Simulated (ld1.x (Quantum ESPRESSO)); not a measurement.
## niobium, ultrasoft: configuration errors across variants

Nb, ultrasoft, made with ld1.x (Quantum ESPRESSO) 7.5 (LDA (PZ), scalar-relativistic). Core [Ar] 3d10, reference 4s2 4p6 4d3 5s2 5p0. Waves: 4s (bound): rcut 1.50, rcutus 1.75 bohr; 5s (bound): rcut 1.50, rcutus 1.75 bohr; 4p (bound): rcut 1.70, rcutus 2.20 bohr; 5p (bound, empty): rcut 1.70, rcutus 2.20 bohr; 4d (bound): rcut 2.15, rcutus 2.50 bohr; 4d channel at 2.5 Ry: rcut 2.15, rcutus 2.50 bohr; 4f channel at -0.1 Ry: rcut 1.85, rcutus 2.20 bohr; 4f channel at 0.95 Ry: rcut 1.85, rcutus 2.20 bohr. Local part: all-electron potential smoothed inside 2.15 bohr (lloc = -1). Core correction: Bessel-smoothed model core inside 0.80 bohr. Augmentation charge: built from norm-conserving waves at rcut, not smoothed further.

All-electron excitation energies from the reference (eV): (1) 4s2 4p6 4d4 5s1 5p0 0.561; (2) 4s2 4p6 4d4 5s0 5p0 7.477; (3) 4s2 4p6 4d3 5s0 5p0 21.753; (4) 4s2 4p6 4d1 5s0 5p0 83.776; (5) 4s2 4p6 4d4 5s0.5 5p0 3.326; (6) 4s2 4p6 4d3 5s1 5p0 7.771; (7) 4s2 4p6 4d4.5 5s0.5 5p0 1.145; (8) 4s2 4p6 4d3 5s2 5p0 spin -1.156; (9) 4s2 4p6 4d4 5s1 5p0 spin -2.048.

Spin tests fill each open shell by Hund’s rule, majority spin first.

5 further variants failed, have other tests or too few solved ones, and are left out.

The file “base” misses its own reference levels by 1.8 eV. The file “waves 4p (bound): rcut 1.70, rcutus 3.20 bohr; 5p (bound): rcut 1.70, rcutus 3.20 bohr” misses its own reference levels by 1.9 eV. The file “wave 4f channel at -0.1 Ry: rcut 1.85, rcutus 2.20 bohr becomes 4f channel at 0.26 Ry: rcut 1.85, rcutus 2.20 bohr” misses its own reference levels by 1.8 eV.

Errors AE − PS in meV (a dash: test not solved or not reliable):

```tsv
change	(1)	(2)	(3)	(4)	(5)	(6)	(7)	(8)	(9)	bound ghosts
base	+1536	+2625	+2583	+1586	+2000	+959	+2099	+79	+1470	not determined
waves 4p (bound): rcut 1.70, rcutus 3.20 bohr; 5p (bound): rcut 1.70, rcutus 3.20 bohr	+1535	+2621	+2578	+1551	+1998	+958	+2096	+79	+1469	not determined
wave 4f channel at -0.1 Ry: rcut 1.85, rcutus 2.20 bohr becomes 4f channel at 0.26 Ry: rcut 1.85, rcutus 2.20 bohr	+1536	+2625	+2583	+1586	+2000	+959	+2099	+79	+1470	not determined
```

Give the same row for: waves 4d (bound): rcut 2.15, rcutus 2.32 bohr; 4d channel at 2.5 Ry: rcut 2.15, rcutus 2.32 bohr.

+1538, +2627, +2568, +1390, +2002, +955, +2085, +81, +1466; bound ghosts: not determined.
